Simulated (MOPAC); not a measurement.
Input file for MOPAC: AM1 on BrH2Sb (SMILES [Br][SbH2]), a point of a bond scan (R = 3.819 Å).

```
AM1 1SCF PRECISE CHARGE=0 THREADS=1
BrH2Sb

Sb    -0.59846166 1    -0.60746259 1     0.54114695 1
H     -0.27151712 1    -1.97207194 1    -0.44922941 1
H     -1.98547823 1    -0.24328907 1    -0.40408288 1
Br     1.70402539 1     1.72641499 1    -1.41679557 1
```

Program output:

```
*******************************************************************************
 **                                                                           **
 **                              MOPAC v23.2.5                                **
 **                                                                           **
 *******************************************************************************
 ** MOPAC's Digital Object Identifier: https://doi.org/10.5281/zenodo.6511958 **
 **                                                                           **
 ** Please cite the open-source release paper for use of this MOPAC version:  **
 ** J. E. Moussa and J. J. P. Stewart (2026)                                  **
 ** MOPAC: An open-source semiempirical molecular orbital program             **
 ** J. Open Source Softw., 11(119), 8025, https://doi.org/10.21105/joss.08025 **
 *******************************************************************************

                              AM1 CALCULATION RESULTS

 *******************************************************************************
 *  AM1        - The AM1 Hamiltonian to be used
 *
 *
 *
 *                 CHARGE ON SYSTEM = 0
 *
 *
 *
 *  PRECISE    - TIGHTER CRITERIA TO BE USED
 *  1SCF       - DO 1 SCF AND THEN STOP
 *  THREADS=1  - MULTI-THREADING NOT USED
 *  T=         - A TIME OF 172800.0 SECONDS REQUESTED
 *  DUMP=N     - RESTART FILE WRITTEN EVERY 7200.0 SECONDS REQUESTED
 *******************************************************************************
AM1 1SCF PRECISE CHARGE=0 THREADS=1
 BrH2Sb

   ATOM   CHEMICAL          X               Y               Z
  NUMBER   SYMBOL      (ANGSTROMS)     (ANGSTROMS)     (ANGSTROMS)

     1      Sb         -0.59846166  *  -0.60746259  *   0.54114695  *
     2       H         -0.27151712  *  -1.97207194  *  -0.44922941  *
     3       H         -1.98547823  *  -0.24328907  *  -0.40408288  *
     4      Br          1.70402539  *   1.72641499  *  -1.41679557  *



          CARTESIAN COORDINATES

    NO.       ATOM           X           Y           Z

     1        Sb         -0.5985     -0.6075      0.5411
     2         H         -0.2715     -1.9721     -0.4492
     3         H         -1.9855     -0.2433     -0.4041
     4        Br          1.7040      1.7264     -1.4168

  H: (AM1): M.J.S. DEWAR ET AL, J. AM. CHEM. SOC. 107 3902-3909 (1985)
 Br: (AM1): M.J.S. DEWAR AND E. G. ZOEBISCH, THEOCHEM, 180, 1 (1988).
 Sb: (AM1): J. J. P. STEWART, J. MOL. MOD., 10, 155-164 (2004)

           Empirical Formula: H2 Sb Br  =     4 atoms



      MOLECULAR POINT GROUP   :   Cs


      RHF CALCULATION, NO. OF DOUBLY OCCUPIED LEVELS = 7


 -------------------------------------------------------------------------------
 AM1 1SCF PRECISE CHARGE=0 THREADS=1
 BrH2Sb



     1SCF WAS SPECIFIED, SO BFGS WAS NOT USED
     SCF FIELD WAS ACHIEVED


                              AM1 CALCULATION
                                                       MOPAC v23.2.5 Linux




          FINAL HEAT OF FORMATION =         93.44907 KCAL/MOL =     390.99090 KJ/MOL


          COSMO AREA              =        124.71 SQUARE ANGSTROMS
          COSMO VOLUME            =        112.05 CUBIC ANGSTROMS

          IONIZATION POTENTIAL    =          7.877117 EV
          HOMO LUMO ENERGIES (EV) =         -7.877 -3.015
          NO. OF FILLED LEVELS    =          7
          MOLECULAR WEIGHT        =        203.6698         POINT GROUP:  Cs

          MOLECULAR DIMENSIONS (Angstroms)

            Atom       Atom       Distance
           Br     4    H     2     4.30323
            H     3    H     2     2.33536
            H     2   Sb     1     1.11451


          SCF CALCULATIONS        =          1





   ATOM   CHEMICAL          X               Y               Z
  NUMBER   SYMBOL      (ANGSTROMS)     (ANGSTROMS)     (ANGSTROMS)

     1      Sb         -0.59846166  *  -0.60746259  *   0.54114695  *
     2       H         -0.27151712  *  -1.97207194  *  -0.44922941  *
     3       H         -1.98547823  *  -0.24328907  *  -0.40408288  *
     4      Br          1.70402539  *   1.72641499  *  -1.41679557  *

                             CARTESIAN COORDINATES

   1   Sb       -0.598461660    -0.607462590     0.541146950
   2    H       -0.271517120    -1.972071940    -0.449229410
   3    H       -1.985478230    -0.243289070    -0.404082880
   4   Br        1.704025390     1.726414990    -1.416795570


           Empirical Formula: H2 Sb Br  =     4 atoms



      MOLECULAR POINT GROUP   :   Cs


                  EIGENVALUES
 -26.07350 -20.10140 -12.75508 -11.59656  -8.31845  -8.31697  -7.87712  -3.01452
  -0.75271  -0.52457


              NET ATOMIC CHARGES AND DIPOLE CONTRIBUTIONS

  ATOM NO.   TYPE          CHARGE      No. of ELECS.   s-Pop       p-Pop
    1         Sb           0.976105        4.0239     1.85706     2.16683
    2          H          -0.193756        1.1938     1.19376
    3          H          -0.193755        1.1938     1.19375
    4         Br          -0.588595        7.5886     1.99992     5.58868
 DIPOLE           X         Y         Z       TOTAL
 POINT-CHG.    -5.523    -5.667     7.337    10.791
 HYBRID        -0.750    -0.678    -2.523     2.718
 SUM           -6.273    -6.345     4.814    10.138


          ATOMIC ORBITAL ELECTRON POPULATIONS

     Atom    s        px        py        pz
    1 Sb   1.85706   0.64655   0.63931   0.88098
    2  H   1.19376
    3  H   1.19375
    4 Br   1.99992   1.85015   1.84601   1.89251

 **********************
 *                    *
 * JOB ENDED NORMALLY *
 *                    *
 **********************




 == MOPAC DONE ==
```

The run finished.

Cost: about 0.03 core-seconds (a rough figure).
